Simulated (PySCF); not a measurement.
Al(Cl)2(OH) (AlCl₂HO), SMILES [OH][Al]([Cl])[Cl]. The structure is a stationary point at PBE0-D3(BJ)/def2-SVP. The geometry has at least one imaginary mode, so it is a saddle point at that level. Other conformers were not sampled.

TDDFT-ωB97X/def2-SVPD (PySCF) puts the lowest singlet excitations at 7.19, 7.59, 7.67, 7.77, 7.93, 7.97 eV.

Task: What are the lowest excitation roots from ADC(2)/aug-cc-pVDZ run with PySCF 2.14.0? (Estimate from the structure and the level; the computed values follow.)

Result: 6.85, 7.19, 7.52, 7.56, 7.76, 8.38 eV. S1 differs by -0.34 eV (second minus first; roots are paired by order, and the bases may differ).
